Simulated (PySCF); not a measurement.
**Spinor energies of Dy(31+) (dysprosium, charge +31)**

Start: [Ar] 3d10 4s2 4p5; 4p1/2 filled at m_j = +1/2; 4p3/2 filled at m_j = -3/2, -1/2, +1/2, +3/2. Calculated with PySCF 2.14 in an uncontracted even-tempered set (17 s from 2.9 bohr⁻², ratio 2.8; 14 p from 3.8 bohr⁻², ratio 2.8; 8 d from 6.8 bohr⁻², ratio 2.8; 4 f from 20 bohr⁻², ratio 3): generalised Hartree-Fock with the X2C-1e Hamiltonian and a Gaussian nucleus; one run each with spin-orbit coupling (SO) screened by Boettger's factors, then bare. This is a chosen level, not necessarily the ground level.

```csv
spinor shell,electrons,"ε, screened SO (eV)","ε, bare SO (eV)",weight of nominal j (bare SO),"rms radius, bare SO (bohr)"
1s1/2,2,-55232.1,-55231.4,1.000,0.0240
2s1/2,2,-10301.6,-10301.3,1.000,0.0971
2p1/2,2,-9838.9,-9859.2,1.000,0.0828
2p3/2,4,-9034.1,-9026.8,1.000,0.0896
3s1/2,2,-3216.7,-3216.7,1.000,0.247
3p1/2,2,-3014.6,-3019.0,1.000,0.238
3p3/2,4,-2840.9,-2839.3,1.000,0.251
3d3/2,4,-2503.2,-2507.4,1.000,0.223
3d5/2,6,-2465.6,-2463.0,1.000,0.227
4s1/2,2,-1412.6,-1412.6,1.000,0.523
4p1/2,1,-1329.4,-1330.8,1.000,0.525
4p3/2,4,-1273.9,-1273.5,1.000,0.549
```

| quantity | screened SO | bare SO |
| --- | --- | --- |
| E (hartree) | -11648.49708 | -11649.09324 |
| M_J | 1/2 | 1/2 |
| ⟨J²⟩ | 0.752 | 0.752 |
| ⟨L²⟩ | 2.043 | 2.047 |
| ⟨S²⟩ | 0.790 | 0.793 |

Each row is a mean over spinors that exchange with the open shell spreads, by up to 5.599 eV (3p1/2).

Breit and QED terms are absent; they matter most for the inner s and p1/2 levels.

Densities and radii are taken from the X2C orbitals without a picture-change correction, which distorts them close to the nucleus.
